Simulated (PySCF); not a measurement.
## Polarisability and C₆ of Ar (argon, neutral)

[Ar], closed-shell 1S. Computed with PySCF 2.14 in aug-cc-pCVTZ-DK, with scalar relativity by spin-free X2C-1e. Coupled (time-dependent) response in atomic units; α is the mean over directions.

| method | mean α (bohr³) | C₆ (like pair) | S(−4) |
| --- | --- | --- | --- |
| UHF | 10.51 | 61.20 | 22.57 |
| PBE | 11.40 | 67.61 | 29.34 |
| PBE0 | 11.03 | 64.89 | 26.38 |
| TPSSh | 11.12 | 65.99 | 26.71 |
| M06-2X | 11.04 | 64.15 | 26.86 |

S(−4) is the Cauchy moment in α(ω) = α(0) + S(−4) ω² + …

Reference α: 11.083 ± 0.007 bohr³ (recommended; Schwerdtfeger and Nagle, table of static dipole polarizabilities (2023 update)). Published C₆: 64.20 (Chu and Dalgarno (2004); Tang, Norbeck and Certain (1976)).

α(iu) at M06-2X:

```
u (hartree)  α(iu) (bohr³)
          0          11.04
     0.0500          10.98
      0.100          10.78
      0.200          10.09
      0.300          9.155
      0.500          7.169
      0.750          5.145
       1.00          3.743
       1.50          2.155
       2.00          1.379
       3.00         0.7029
       5.00         0.2945
```

A single London oscillator, α(iu) = α/(1 + u²/ω²), gives C₆ = (3/4) ω α². Matching the computed C₆ needs ω = 4 × 64.15 / (3 × 11.04²) = 0.702 hartree.
